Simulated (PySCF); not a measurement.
PySCF input (HF/def2-TZVPD):

```python
from pyscf import gto, scf, dft

mol = gto.M(
    atom='''
    Sn   -0.00000000   -0.00000000   -0.26145457
    O     0.00000000    0.00000000    1.63409107
    ''',
    basis='def2-tzvpd',
    ecp='def2-tzvp',
    charge=-1,
    spin=1,
    symmetry='C2v',
    verbose=4,
)

mf = scf.UHF(mol).density_fit(auxbasis='def2-universal-jkfit')
mf.conv_tol = 1e-9
mf.max_cycle = 100
mf.max_memory = 1500
mf.kernel()
if not mf.converged:
    mf = mf.newton()
    mf.kernel(mf.make_rdm1())
mf.analyze()
```

Output:

```
ECP def2-tzvp not found for  O
PySCF version 2.14.0

[INPUT] verbose = 4
[INPUT] num. atoms = 2
[INPUT] num. electrons = 31
[INPUT] charge = -1
[INPUT] spin (= nelec alpha-beta = 2S) = 1
[INPUT] symmetry C2v subgroup None
[INPUT] Mole.unit = angstrom
[INPUT] Symbol           X                Y                Z      unit          X                Y                Z       unit  Magmom
[INPUT]  1 Sn     0.000000000000   0.000000000000  -0.261454570000 AA    0.000000000000   0.000000000000  -0.494077531316 Bohr   0.0
[INPUT]  2 O      0.000000000000   0.000000000000   1.634091070000 AA    0.000000000000   0.000000000000   3.087984584897 Bohr   0.0

nuclear repulsion = 49.1337096594097
point group symmetry = Coov, use subgroup C2v
symmetry origin: [0.00000000e+00 0.00000000e+00 1.95488903e-09]
symmetry axis x: [1. 0. 0.]
symmetry axis y: [0. 1. 0.]
symmetry axis z: [0. 0. 1.]
num. orbitals of irrep A1 = 42
num. orbitals of irrep A2 = 10
num. orbitals of irrep B1 = 22
num. orbitals of irrep B2 = 22
number of shells = 32
number of NR pGTOs = 152
number of NR cGTOs = 96
basis = def2-tzvpd
ecp = def2-tzvp

******** <class 'pyscf.df.df_jk.DFSymAdaptedUHF'> ********
method = DFSymAdaptedUHF
initial guess = minao
damping factor = 0
level_shift factor = 0
DIIS = <class 'pyscf.scf.diis.CDIIS'>
diis_start_cycle = 1
diis_space = 8
diis_damp = 0
SCF conv_tol = 1e-09
SCF conv_tol_grad = None
SCF max_cycles = 100
direct_scf = False
number electrons alpha = 16  beta = 15
Freeze 0 electrons in irreps []
    31 free electrons in irreps A1 A2 B1 B2
Set gradient conv threshold to 3.16228e-05
******** <class 'pyscf.df.df.DF'> ********
auxbasis = def2-universal-jkfit
init E= -250.472459466494
alpha HOMO (B1) = -0.499806646413904  LUMO (B2) = -0.499806646413903
beta  HOMO (A1) = -0.792992926784834  LUMO (B1) = -0.499806646413904

WARN: HOMO -0.499806646413904 >= LUMO -0.499806646413904

WARN: alpha-B1 HOMO -0.499806646413904 > system LUMO -0.499806646413904

WARN: alpha-B2 LUMO -0.499806646413903 < system HOMO -0.499806646413904

WARN: beta-B1 LUMO -0.499806646413904 < system HOMO -0.499806646413904
[...]
beta  HOMO (A1) = -0.152781276436141  LUMO (B2) = 0.193828399156275
  HOMO = -0.0337497387939  LUMO = 0.185068589165  gap/eV = 5.95435
Extra cycle  E= -288.228675624127  delta_E= -2.22e-10  |g|= 1.4e-05  |ddm|= 1.95e-05
converged SCF energy = -288.228675624127  <S^2> = 0.77372662  2S+1 = 2.0235875
**** SCF Summaries ****
Total Energy =                        -288.228675624127277
Nuclear Repulsion Energy =              49.133709659409739
One-electron Energy =                 -585.296147793296768
Two-electron Energy =                  247.933762509759759
Two-electron Coulomb Energy =          273.446956653656230
DFT Exchange-Correlation Energy =      -25.513194143896470
HOMO-LUMO gap [eV] =                     5.954349990329704
Wave-function symmetry = B1
alpha occupancy for each irrep:     A1   A2   B1   B2
                                     8    1    4    3
beta  occupancy for each irrep:     A1   A2   B1   B2
                                     8    1    3    3
**** MO energy ****
alpha MO #1 (A1 #1), energy= -20.2771609518766 occ= 1
alpha MO #2 (A1 #2), energy= -5.64360204386225 occ= 1
alpha MO #3 (B2 #1), energy= -3.8363654819373 occ= 1
alpha MO #4 (B1 #1), energy= -3.83357486494389 occ= 1
alpha MO #5 (A1 #3), energy= -3.82343377672846 occ= 1
alpha MO #6 (A1 #4), energy= -1.11417396521359 occ= 1
alpha MO #7 (A2 #1), energy= -1.1026197225008 occ= 1
alpha MO #8 (A1 #5), energy= -1.10206568477432 occ= 1
alpha MO #9 (B2 #2), energy= -1.09553631699614 occ= 1
alpha MO #10 (B1 #2), energy= -1.0904788674982 occ= 1
alpha MO #11 (A1 #6), energy= -0.926384264718397 occ= 1
alpha MO #12 (A1 #7), energy= -0.34927500988849 occ= 1
alpha MO #13 (B1 #3), energy= -0.229186669597179 occ= 1
alpha MO #14 (A1 #8), energy= -0.171997272551543 occ= 1
alpha MO #15 (B2 #3), energy= -0.165783702417007 occ= 1
alpha MO #16 (B1 #4), energy= -0.0337497387938592 occ= 1
alpha MO #17 (B2 #4), energy= 0.185068589164641 occ= 0
alpha MO #18 (A1 #9), energy= 0.198002503835387 occ= 0
alpha MO #19 (A1 #10), energy= 0.223875405039273 occ= 0
alpha MO #20 (A1 #11), energy= 0.254686218977694 occ= 0
alpha MO #21 (A2 #2), energy= 0.254701465047785 occ= 0
alpha MO #22 (A1 #12), energy= 0.258405815894981 occ= 0
alpha MO #23 (B1 #5), energy= 0.275255174801772 occ= 0
alpha MO #24 (B2 #5), energy= 0.281706735939829 occ= 0
alpha MO #25 (B1 #6), energy= 0.327294335062011 occ= 0
alpha MO #26 (B2 #6), energy= 0.333221174874422 occ= 0
alpha MO #27 (A1 #13), energy= 0.336728348666949 occ= 0
alpha MO #28 (B1 #7), energy= 0.375030349070302 occ= 0
alpha MO #29 (B2 #7), energy= 0.385349345210987 occ= 0
alpha MO #30 (A1 #14), energy= 0.444379192820705 occ= 0
alpha MO #31 (A1 #15), energy= 0.530900622381374 occ= 0
alpha MO #32 (A2 #3), energy= 0.553025338493445 occ= 0
alpha MO #33 (A1 #16), energy= 0.55390607436599 occ= 0
alpha MO #34 (B1 #8), energy= 0.606132642098431 occ= 0
alpha MO #35 (B2 #8), energy= 0.615479144927141 occ= 0
alpha MO #36 (A1 #17), energy= 0.645093108200602 occ= 0
alpha MO #37 (A1 #18), energy= 0.690587200934825 occ= 0
alpha MO #38 (A2 #4), energy= 0.732026664305423 occ= 0
alpha MO #39 (A1 #19), energy= 0.732280331351738 occ= 0
alpha MO #40 (B2 #9), energy= 0.841360197315155 occ= 0
alpha MO #41 (B1 #9), energy= 0.844145668797391 occ= 0
alpha MO #42 (A1 #20), energy= 0.86903609327592 occ= 0
alpha MO #43 (B1 #10), energy= 1.07757017431078 occ= 0
alpha MO #44 (B2 #10), energy= 1.08376208262696 occ= 0
alpha MO #45 (B1 #11), energy= 1.11380704108309 occ= 0
alpha MO #46 (B2 #11), energy= 1.11692800954615 occ= 0
alpha MO #47 (B1 #12), energy= 1.11703982949468 occ= 0
alpha MO #48 (B2 #12), energy= 1.11713993619567 occ= 0
alpha MO #49 (A1 #21), energy= 1.18706371004081 occ= 0
alpha MO #50 (A1 #22), energy= 1.21231009411878 occ= 0
alpha MO #51 (A2 #5), energy= 1.21241989314538 occ= 0
alpha MO #52 (A1 #23), energy= 1.25105591432628 occ= 0
alpha MO #53 (A1 #24), energy= 1.3835994211468 occ= 0
alpha MO #54 (B2 #13), energy= 1.41244206892784 occ= 0
alpha MO #55 (B1 #13), energy= 1.42021406015035 occ= 0
alpha MO #56 (A1 #25), energy= 1.55232991337164 occ= 0
alpha MO #57 (A1 #26), energy= 1.62972273495951 occ= 0
alpha MO #58 (A2 #6), energy= 1.62977143691555 occ= 0
alpha MO #59 (B2 #14), energy= 1.63080959855818 occ= 0
alpha MO #60 (B1 #14), energy= 1.63524478194926 occ= 0
alpha MO #61 (A1 #27), energy= 1.79966682445512 occ= 0
alpha MO #62 (A2 #7), energy= 2.26867606823337 occ= 0
alpha MO #63 (A1 #28), energy= 2.26871036208201 occ= 0
alpha MO #64 (B1 #15), energy= 2.44475349441727 occ= 0
alpha MO #65 (B2 #15), energy= 2.44662044045558 occ= 0
alpha MO #66 (A1 #29), energy= 2.73612116099904 occ= 0
alpha MO #67 (B2 #16), energy= 2.77398126200865 occ= 0
alpha MO #68 (B1 #16), energy= 2.77398390577676 occ= 0
alpha MO #69 (A2 #8), energy= 2.8242080818523 occ= 0
alpha MO #70 (A1 #30), energy= 2.8242118885535 occ= 0
alpha MO #71 (B2 #17), energy= 2.94231610737557 occ= 0
alpha MO #72 (B1 #17), energy= 2.95258002045097 occ= 0
alpha MO #73 (A1 #31), energy= 2.96469295197356 occ= 0
alpha MO #74 (B1 #18), energy= 3.4309362785522 occ= 0
alpha MO #75 (B2 #18), energy= 3.44445465868688 occ= 0
alpha MO #76 (A1 #32), energy= 3.68320410640618 occ= 0
alpha MO #77 (A1 #33), energy= 3.9539177185039 occ= 0
alpha MO #78 (A1 #34), energy= 4.14045129416269 occ= 0
alpha MO #79 (B2 #19), energy= 5.88570822584837 occ= 0
alpha MO #80 (B1 #19), energy= 5.88570875444283 occ= 0
alpha MO #81 (A1 #35), energy= 5.89534523978717 occ= 0
alpha MO #82 (A2 #9), energy= 5.89536749210199 occ= 0
alpha MO #83 (B2 #20), energy= 5.97826012596804 occ= 0
alpha MO #84 (B1 #20), energy= 5.98198996788978 occ= 0
alpha MO #85 (A1 #36), energy= 6.10838274903935 occ= 0
alpha MO #86 (A2 #10), energy= 7.18614036211055 occ= 0
alpha MO #87 (A1 #37), energy= 7.18614987845746 occ= 0
alpha MO #88 (B1 #21), energy= 7.28260870854384 occ= 0
alpha MO #89 (B2 #21), energy= 7.28470049875671 occ= 0
alpha MO #90 (A1 #38), energy= 7.62030227701813 occ= 0
alpha MO #91 (A1 #39), energy= 37.115853816203 occ= 0
alpha MO #92 (B2 #22), energy= 37.6067047961213 occ= 0
alpha MO #93 (B1 #22), energy= 37.6083177628959 occ= 0
alpha MO #94 (A1 #40), energy= 37.9832883118318 occ= 0
alpha MO #95 (A1 #41), energy= 45.3081831656015 occ= 0
alpha MO #96 (A1 #42), energy= 114.301152782637 occ= 0
beta  MO #1 (A1 #1), energy= -20.2728881540855 occ= 1
beta  MO #2 (A1 #2), energy= -5.64181481321571 occ= 1
beta  MO #3 (B2 #1), energy= -3.8368039910969 occ= 1
beta  MO #4 (B1 #1), energy= -3.82653518096353 occ= 1
beta  MO #5 (A1 #3), energy= -3.82425034239131 occ= 1
beta  MO #6 (A1 #4), energy= -1.11354466427652 occ= 1
[...]
```
